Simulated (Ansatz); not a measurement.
`N[CH]([SiH3])[InH2]` and `N[CH](O)[InH2]` differ in one atom or group.

Ansatz, PBE0-D4/def2-TZVP geometries, multiplicity 1. Each molecule was computed in one conformer, which needn't be the lowest.

Elements past krypton have def2 core potentials.

| property | `N[CH]([SiH3])[InH2]` |
| --- | --- |
| LUMO energy (B3LYP/def2-TZVPP) / eV | -2.09 |
| HOMO energy (B3LYP/def2-TZVPP) / eV | -5.86 |
| size of the dipole moment (PBE/def2-TZVPP) / D | 1.03 |
| size of the dipole moment (ωB97M-V/def2-TZVPP) / D | 1.08 |
| HOMO–LUMO gap (ωB97M-V/def2-TZVPP) / eV | 7.81 |
| zero-point energy (PBE0-D4/def2-TZVP) / kJ/mol | 209.0 |

(1) What does the change do to each property? (An estimate is asked.)

Results:

(1) Computed: 
```tsv
property	`N[CH](O)[InH2]`	shift
LUMO energy (B3LYP/def2-TZVPP) / eV	-1.71	0.38
HOMO energy (B3LYP/def2-TZVPP) / eV	-6.62	-0.76
size of the dipole moment (PBE/def2-TZVPP) / D	2.24	1.21
size of the dipole moment (ωB97M-V/def2-TZVPP) / D	2.09	1.01
HOMO–LUMO gap (ωB97M-V/def2-TZVPP) / eV	9.03	1.22
zero-point energy (PBE0-D4/def2-TZVP) / kJ/mol	183.5	-25.5
```

With PBE0 the HOMO falls by 0.76 eV and the LUMO rises by 0.41 eV, so the gap widens by about 1.17 eV. PBE moves the HOMO by -0.68 eV and ωB97M-V by -0.81 eV. The zero-point energy changes by -25.5 kJ/mol with -6 modes. Dipoles are sizes alone; their direction can turn.

Positive LUMOs are unbound, so they and the gaps depend on the basis.

B3LYP here is the variant with VWN-RPA as its local correlation; programs differ in this.
